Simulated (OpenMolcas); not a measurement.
## Mo+: CASPT2 settings compared

```yaml
Program: OpenMolcas 26.06
Basis: ANO-R1 [6s4p3d1f]
Scalar_Hamiltonian: X2C, finite nucleus
Active_space: 5 electrons in 6 orbitals (4d 5s)
State_averaging: 2S+1 = 6 even, 6 roots; 2S+1 = 4 even, 40 roots kept (CI in the orbitals of an earlier block); 2S+1 = 2 even, 13 roots kept (CI in the orbitals of an earlier block, 0 in the spin-orbit step)
Spin-orbit_coupling: state interaction with AMFI integrals over the reference wave functions, term energies averaged over their components
```

Methods on the same reference wave functions:
A. CASSCF
B. SS-CASPT2, IPEA 0.15 Eh, sigma1 regulariser 0.5 Eh (closed shells correlated: 4s 4p)
C. SS-CASPT2, IPEA 0.4 Eh, no level shift (closed shells correlated: 4s 4p)
D. SS-CASPT2, IPEA 0.15 Eh, real shift 0.3 Eh (closed shells correlated: 3d 4s 4p)
E. MS-CASPT2, IPEA 0.15 Eh, real shift 0.3 Eh (closed shells correlated: 3d 4s 4p)
F. MS-CASPT2, IPEA 0.15 Eh, sigma1 regulariser 0.5 Eh (closed shells correlated: 4s 4p)

Energies in cm⁻¹ above 4d⁵ ⁶S_5/2, the measured ground level; measured values from NIST Handbook of Basic Atomic Spectroscopic Data.

| Level | A | B | C | D | E | F | Measured |
| --- | --- | --- | --- | --- | --- | --- | --- |
| 4d⁵ ⁶S_5/2 | 0.0 | 0.0 | 0.0 | 0.0 | 0.0 | 0.0 | 0.0 |
| 4d⁴ 5s ⁶D_1/2 | 9951 | 13140 | 12670 | 12970 | 12970 | 13140 | 11783 |
| 4d⁴ 5s ⁶D_3/2 | 10157 | 13350 | 12880 | 13190 | 13190 | 13360 | 12034 |
| 4d⁴ 5s ⁶D_5/2 | 10492 | 13700 | 13230 | 13530 | 13530 | 13700 | 12417 |
| 4d⁴ 5s ⁶D_7/2 | 10945 | 14160 | 13680 | 13990 | 13990 | 14160 | 12900 |
| 4d⁴ 5s ⁶D_9/2 | 11503 | 14710 | 14240 | 14540 | 14540 | 14710 | 13461 |
| 4d⁴ 5s ⁴D_1/2 | 20036 | 18560 | 18690 | 18540 | 18420 | 18420 |  |
| 4d⁴ 5s ⁴D_3/2 [73 %] | 20140 | 18560 | 18690 | 18540 | 18350 | 18340 |  |
| 4d⁴ 5s ⁴D_5/2 [72 %] | 20443 | 18840 | 18970 | 18810 | 18560 | 18540 |  |
| 4d⁵ ⁴G_5/2 | 20992 | 18430 | 18290 | 18430 | 18430 | 18430 | 15199 |
| 4d⁵ ⁴G_7/2 | 21006 | 18440 | 18300 | 18440 | 18440 | 18440 | 15331 |
| 4d⁵ ⁴G_9/2 | 21026 | 18460 | 18330 | 18470 | 18470 | 18460 | 15428 |
| 4d⁵ ⁴G_11/2 | 21054 | 18490 | 18350 | 18490 | 18490 | 18490 | 15447 |
| 4d⁴ 5s ⁴D_7/2 | 21137 | 19750 | 19870 | 19730 | 19390 | 19360 |  |
| 4d⁵ ⁴P_1/2 | 22274 | 19510 | 19680 | 19490 | 19520 | 19550 |  |
| 4d⁵ ⁴P_3/2 [73 %] | 22560 | 19900 | 20060 | 19880 | 19950 | 19970 |  |
| 4d⁵ ⁴P_5/2 [71 %] | 23030 | 20400 | 20560 | 20380 | 20440 | 20460 |  |

Deviations, from unrounded energies. A percentage is the sum of absolute deviations over the sum of measured energies, with the sign that they share, or ± where signs differ.

```
                        Against measurement  Levels      A      B      C      D      E      F
             mean absolute deviation (cm-1)       9   3600   2100   1800   2000   2000   2100
other terms of the ground configuration (%)       4  +36.9  +20.2  +19.3  +20.2  +20.2  +20.2
                   other configurations (%)       5  -15.3  +10.3   +6.6   +9.0   +9.0  +10.3
```

C lies closest to measurement on these levels and A furthest from it. The largest miss of C in the table is 4d⁵ ⁴G_5/2, by +3100 cm-1. The ranking rests on the paired levels alone, and a cruder setting can come out closer through cancelling errors.

Among B to F the level of the table that moves most is 4d⁴ 5s ⁴D_7/2, by 510 cm-1 (lowest in F, highest in C). Moves below CASPT2's spread within the term are not significant.

From A to B the spin-free energies of the other terms of 4d⁵ shown, above ⁶S, scale by factors of 0.87 to 0.88, as is usual when dynamic correlation screens the repulsion within a d or f shell.

The lowest spin-free term lies below A's lowest term by 0.241 hartree in B, 0.228 hartree in C, 0.251 hartree in D, 0.251 hartree in E, 0.241 hartree in F.

CASPT2 breaks the degeneracy within a term, and the mean is taken; among the terms shown or strongly mixed into the levels shown the widest spread is 260 cm-1 (4d⁵ ⁴G, C). Some high roots are left out of the spin-orbit mixing, which shifts the levels that they would mix with. Terms from blocks run as CI alone lack orbitals of their own. Configurations are named by rounded mean occupations; where the s occupation lies near a half they are strongly mixed, a name can repeat and a true partner stay unpaired. A single d shell beside an s shell can misplace configurations of different d count against each other. Without dynamic correlation excited terms often stand tens of per cent too high (terms of higher spin than the ground term too low), and those without a measured partner can miss by more than the paired ones (holds for A). Some terms miss by over 15 % even with CASPT2, which points to a basis or an active space too small for the shells correlated (holds for B; C; D; E; F). Measured partners are found by configuration, term and J. A level has none where our copy of the source lacks it or the pairing is in doubt (some pairs that miss far off the trend of their configuration count as doubtful), and it then counts in no deviation. Levels of configurations outside the active space are missing. Levels that lie high or do not pair safely by name in every column are left out.

A share in square brackets marks a mixed level and gives the weight of the term that names it, the lowest over the columns.
